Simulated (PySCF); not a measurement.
# Working out the excitation energy of Be

Be [He] 2s2 (1S) → Be [He] 2s1 2p1 (3P). All numbers are calculated (PySCF 2.14, the non-relativistic Hamiltonian (point nucleus), in def2-TZVPPD (5s4p1d, 22 functions)). Frozen: nothing. Energies in hartree (1 hartree = 27.21139 eV):

| part | Be (lower) | Be (upper) |
| --- | --- | --- |
| UHF | -14.572580 | -14.512485 |
| MP2 opposite-spin | -0.053950 | -0.027312 |
| MP2 same-spin | -0.000949 | -0.003004 |

Task: What does Hartree-Fock give?

Result: (-14.512485) − (-14.572580) = 0.060095 hartree = 1.635 eV.

Task: What do MP2 and SCS-MP2 (6/5 opposite-spin, 1/3 same-spin) give?

Result: The opposite-spin parts differ by 0.725 eV and the same-spin parts by -0.056 eV. MP2: 1.635 + (0.725) + (-0.056) = 2.304 eV. SCS-MP2: 1.635 + 1.2 × (0.725) + (-0.056)/3 = 2.486 eV.

Measured between the centres of the two terms (NIST): 2.725 eV, so MP2 (valence and next inner shell) is off by -0.421 eV.

What remains against the reference includes basis incompleteness and correlation beyond second order.
